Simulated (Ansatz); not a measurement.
The cluster Ge₃⁺. Charge 1, multiplicity 2. Geometry PBE0-D4/def2-TZVP.

```xyz
3

Ge   -0.213    0.334    1.277
Ge    0.017   -1.446   -0.318
Ge    0.196    1.112   -0.959
```

At PBE-D4/def2-SVP, PBE-D4/def2-TZVP, r2SCAN-D4/def2-TZVP, PBE0-D4/def2-SVP and others the charge 1 doublet is spin-contaminated (final ⟨S²⟩ up to 1.40, 0.75 for a pure state). The geometry of the doublet was relaxed on an unsound state (⟨S²⟩ 1.32, where a pure state has 0.75). The structure comes from a short search, and lower isomers may exist.

(1) Estimate the α-spin orbital energies around the gap (eV) in Ansatz with PBE-D4/def2-SVP, PBE-D4/def2-TZVP, r2SCAN-D4/def2-TZVP, PBE0-D4/def2-SVP, PBE0-D4/def2-TZVP.

Results:

(1) 
```csv
orbital,PBE-D4/def2-SVP,PBE-D4/def2-TZVP,r2SCAN-D4/def2-TZVP,PBE0-D4/def2-SVP,PBE0-D4/def2-TZVP
HOMO−5,-20.59,-20.47,-21.13,-22.44,-22.31
HOMO−4,-16.54,-16.47,-16.82,-17.75,-17.69
HOMO−3,-16.01,-15.95,-16.35,-17.29,-17.22
HOMO−2,-11.42,-11.35,-11.77,-12.41,-12.34
HOMO−1,-11.26,-11.21,-11.57,-12.17,-12.12
HOMO,-11.18,-11.14,-11.44,-12.03,-11.97
LUMO,-10.40,-10.31,-10.04,-9.56,-9.46
LUMO+1,-8.36,-8.32,-8.29,-7.61,-7.56
LUMO+2,-7.97,-7.93,-7.88,-7.25,-7.20
LUMO+3,-6.20,-6.15,-5.79,-5.21,-5.15
LUMO+4,-5.49,-5.50,-5.29,-4.73,-4.74
LUMO+5,-4.87,-4.91,-4.50,-4.07,-4.13
β HOMO,-11.13,-11.08,-11.37,-11.88,-11.84
β LUMO,-10.29,-10.20,-9.94,-9.46,-9.36
```
